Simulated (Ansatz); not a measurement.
Basis-set extrapolation for C$_{3}$H$_{8}$BF (`BC(C)(C)F`) (PBE0-D4/def2-TZVP geometry, frozen core, Ansatz). Multiplicity 1, RHF reference.

```tsv
	def2-TZVPP	def2-QZVPP
HF	-242.459269	-242.470388
MP2 correlation	-0.872378	-0.936234
CCSD(T) correlation	-0.953260	not run
```

Energies in hartree. Use E(X) = E(∞) + A·exp(−7.88·√X) for Hartree–Fock and E(X) = E(∞) + B·X^(−2.97) for correlation, with X = 3 and 4, and add CCSD(T) minus MP2 of the smaller set to the MP2 limit.

What is the CCSD(T) energy at the basis-set limit?

HF limit: -242.470388 + (-0.011119) × 0.13774 = -242.47192. MP2 limit: -0.936234 + (-0.063856) × 0.74074 = -0.98353. Higher-order term: -0.953260 − (-0.872378) = -0.08088. Total: -243.53633 hartree, 325.0 kJ/mol below CCSD(T)/def2-TZVPP.
